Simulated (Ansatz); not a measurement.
Geometry optimisation, Ansatz, RKS PBE-D4/def2-SVP.

The input (input.yaml):

```yaml
crystal:
  periodic: [false, false, false]
  atoms:
    - { symbol: "N", position_ang: [-0.9633, -0.4919, -0.2375] }
    - { symbol: Si, position_ang: [0.5037, -0.0662, 0.4011] }
    - { symbol: Br, position_ang: [1.2133, 1.644, -0.7932] }
    - { symbol: H, position_ang: [-0.8223, -0.6337, -1.2436] }
    - { symbol: H, position_ang: [-1.5987, 0.3731, -0.2184] }
    - { symbol: H, position_ang: [0.314, 0.3411, 1.8124] }
    - { symbol: H, position_ang: [1.4146, -1.2345, 0.2335] }
basis:
  gaussian: { orbitals: def2-SVP }
hamiltonian:
  xc: pbe
  dispersion: d4
relax:
  f_tol: 0.015
  max_steps: 40
```

Run as:

```bash
$ ansatz run input.yaml --threads 1 --pin off --max-ram 2048MiB --backend cpu --events-out ev --progress --plain --runs-dir out
```

Where does it end, and by what steps?

The run converged. After 6 steps the energy has fallen by 0.398 eV; Br3 moved furthest, 0.42 Å.

| step | energy less start (eV) | largest force component (eV/Å) | accepted |
| --- | --- | --- | --- |
| 0 | 0.0000 | 3.443 | yes |
| 1 | -0.2874 | 1.288 | yes |
| 2 | -0.3635 | 0.510 | yes |
| 3 | -0.3825 | 0.254 | yes |
| 4 | -0.3978 | 0.059 | yes |
| 5 | -0.3983 | 0.022 | yes |
| 6 | -0.3983 | 0.009 | yes |

```xyz
7
Properties=species:S:1:pos:R:3
N -1.006 -0.431 -0.305
Si 0.535 0.005 0.349
Br 1.584 1.758 -0.641
H -1.042 -0.845 -1.241
H -1.794 0.209 -0.175
H 0.333 0.402 1.779
H 1.452 -1.167 0.189
```

Run time: 24 s on 1 thread of Intel(R) Xeon(R) Processor @ 2.70GHz, on a shared host, peak memory 0.13 GiB.
